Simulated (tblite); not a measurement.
Species: C₈H₁₂P₂.
Numbering: `[CH2:1]=[CH:2][PH:3][CH2:4][P:5]([C:6]#[C:7][CH3:8])[CH:9]=[CH2:10]` (hydrogens: H11, H12 on C1; H13 on C2; H14 on P3; H15, H16 on C4; H17, H18, H19 on C8; H20 on C9; H21, H22 on C10)

Computed with GFN2-xTB (tblite), gas phase: L-BFGS steps from a force-field or distance-geometry start until the largest atomic force falls under 0.01 eV/Å.

Step 118: E = -765.3761 eV
```
atom  x, y, z in Å  |  force x, y, z in eV/Å
C1     -4.1559    0.6572    0.3984    0.025   0.019   0.004
C2     -3.2649    1.4133   -0.2248   -0.005  -0.034  -0.019
P3     -1.4858    1.4959    0.1462    0.003   0.021   0.002
C4     -1.0587   -0.3144    0.2995   -0.011  -0.001  -0.005
P5      0.1537   -0.7501   -1.0554   -0.004  -0.003  -0.030
C6      1.5269    0.1858   -0.4711   -0.031  -0.013  -0.004
C7      2.4681    0.8940   -0.2150   -0.011   0.025   0.016
C8      3.5651    1.7473    0.1781   -0.012   0.005  -0.008
C9      0.6216   -2.4013   -0.4458    0.035   0.002   0.006
C10     1.8678   -2.7894   -0.2266   -0.030  -0.007   0.003
H11    -3.8796   -0.0287    1.1824    0.020  -0.034   0.011
H12    -5.2045    0.6901    0.1511   -0.007   0.018   0.001
H13    -3.5834    2.1225   -0.9790   -0.005   0.020   0.009
H14    -1.1241    1.6174   -1.2051   -0.006   0.004   0.004
H15    -0.6259   -0.5159    1.2848   -0.005  -0.003  -0.016
H16    -1.9572   -0.9250    0.1731    0.002  -0.008  -0.005
H17     3.1795    2.5606    0.7925    0.038   0.018   0.019
H18     4.0444    2.1674   -0.7060    0.008   0.001  -0.006
H19     4.3047    1.1867    0.7504   -0.026  -0.007  -0.004
H20    -0.2088   -3.0966   -0.3678    0.039   0.008   0.008
H21     2.6912   -2.1006   -0.3301   -0.006  -0.017   0.002
H22     2.1155   -3.7968    0.0678   -0.012  -0.014   0.014
```

Step 119: E = -765.3768 eV
```
atom  x, y, z in Å  |  force x, y, z in eV/Å
C1     -4.1547    0.6585    0.3943    0.005  -0.009   0.037
C2     -3.2630    1.4192   -0.2205    0.017  -0.010  -0.041
P3     -1.4818    1.4934    0.1436   -0.003   0.016   0.004
C4     -1.0589   -0.3182    0.2953   -0.012   0.012  -0.004
P5      0.1561   -0.7546   -1.0567    0.008  -0.002  -0.024
C6      1.5260    0.1850   -0.4692   -0.025  -0.018  -0.014
C7      2.4688    0.8919   -0.2149   -0.033   0.021   0.014
C8      3.5618    1.7499    0.1788   -0.021   0.001  -0.011
C9      0.6245   -2.4033   -0.4395    0.041   0.030   0.007
C10     1.8715   -2.7939   -0.2300   -0.032  -0.006   0.013
H11    -3.8794   -0.0401    1.1674    0.022  -0.035   0.013
H12    -5.2042    0.7004    0.1530   -0.011   0.018  -0.006
H13    -3.5837    2.1401   -0.9630    0.008   0.023   0.008
H14    -1.1251    1.6140   -1.2089   -0.005   0.004   0.000
H15    -0.6271   -0.5220    1.2805   -0.010   0.000  -0.012
H16    -1.9586   -0.9260    0.1671   -0.004  -0.016  -0.008
H17     3.1711    2.5617    0.7916    0.041   0.022   0.024
H18     4.0388    2.1715   -0.7055    0.018   0.001  -0.007
H19     4.3024    1.1923    0.7523   -0.018  -0.004  -0.004
H20    -0.2076   -3.0930   -0.3433    0.022  -0.012   0.002
H21     2.6958   -2.1084   -0.3488   -0.006  -0.028   0.002
H22     2.1167   -3.7991    0.0740   -0.002  -0.008   0.008
```

Problem. Estimate the geometry and energy of step 120. (The exact step hangs on the optimiser's Hessian estimate; all steps are aligned on step 119, rigid shifts and turns removed.)

Solution. E = -765.3776 eV, largest force 0.074 eV/Å
```
atom  x, y, z in Å  |  force x, y, z in eV/Å
C1     -4.1515    0.6594    0.3899    0.011   0.013   0.024
C2     -3.2596    1.4272   -0.2167    0.001  -0.036  -0.011
P3     -1.4766    1.4915    0.1403   -0.005  -0.001   0.000
C4     -1.0610   -0.3223    0.2908   -0.012   0.021  -0.005
P5      0.1582   -0.7597   -1.0573    0.016   0.001  -0.008
C6      1.5227    0.1850   -0.4644   -0.001  -0.011  -0.025
C7      2.4670    0.8910   -0.2127   -0.069   0.006   0.005
C8      3.5569    1.7533    0.1793   -0.020  -0.002  -0.009
C9      0.6288   -2.4049   -0.4315    0.060   0.043   0.010
C10     1.8766   -2.8003   -0.2349   -0.051   0.004   0.023
H11    -3.8768   -0.0536    1.1497    0.026  -0.036   0.017
H12    -5.2019    0.7115    0.1548   -0.010   0.013  -0.007
H13    -3.5833    2.1610   -0.9447    0.016   0.031   0.000
H14    -1.1257    1.6093   -1.2139   -0.002   0.006  -0.003
H15    -0.6315   -0.5297    1.2764   -0.016   0.006  -0.011
H16    -1.9625   -0.9267    0.1598   -0.003  -0.017  -0.012
H17     3.1638    2.5644    0.7912    0.037   0.029   0.029
H18     4.0307    2.1754   -0.7063    0.026   0.001  -0.005
H19     4.2989    1.1987    0.7537   -0.009  -0.003  -0.006
H20    -0.2044   -3.0882   -0.3138   -0.005  -0.036  -0.002
H21     2.7020   -2.1197   -0.3716    0.004  -0.034  -0.001
H22     2.1185   -3.8033    0.0797    0.007   0.001  -0.001
```

The energy changes by -0.0008 eV. The first-order estimate −F·Δx gives -0.0011 eV and the mean of the old and new forces, exact on a quadratic surface, -0.0008 eV. The step makes an angle of 83° with the force vector and moves no atom by more than 0.030 Å.

The cost below is that of the whole relaxation. Time: 2.6 s. Hardware: one thread of an Intel Xeon Platinum 8488C, on a shared host.
